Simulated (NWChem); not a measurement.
## Basis-set convergence for HClSSn

```xyz
4

Sn    -0.6476    -0.0799     0.0000
Cl     1.1272    -1.7141     0.0000
S      0.8390     1.8982     0.0000
H     -0.2069     2.7618     0.0000
```
Charge 0, spin multiplicity 1.

Everything below was run with NWChem. The geometry was optimised at B3LYP/def2-SVP with def2 effective core potentials on Sn, a minimum by its harmonic frequencies. It is one conformer; others weren't searched.

Quantity: LUMO energy at the level PBE.

Effective core potentials replace the inner electrons of Sn; spin-orbit coupling is left out. The structure started from a generated list of species.

```json
[
 {"basis": "def2-SVP", "functions": "67", "LUMO energy (eV)": "(withheld)"},
 {"basis": "def2-SVPD", "functions": "94", "LUMO energy (eV)": "-3.62"},
 {"basis": "def2-TZVP", "functions": "130", "LUMO energy (eV)": "-3.52"},
 {"basis": "def2-TZVPP", "functions": "148", "LUMO energy (eV)": "-3.52"},
 {"basis": "def2-TZVPD", "functions": "157", "LUMO energy (eV)": "(withheld)"},
 {"basis": "def2-QZVP", "functions": "252", "LUMO energy (eV)": "(withheld)"}
]
```

Problem. Complete the blanks.

Solution. 
- def2-SVP, LUMO energy (eV): -3.36
- def2-TZVPD, LUMO energy (eV): -3.58
- def2-QZVP, LUMO energy (eV): -3.56
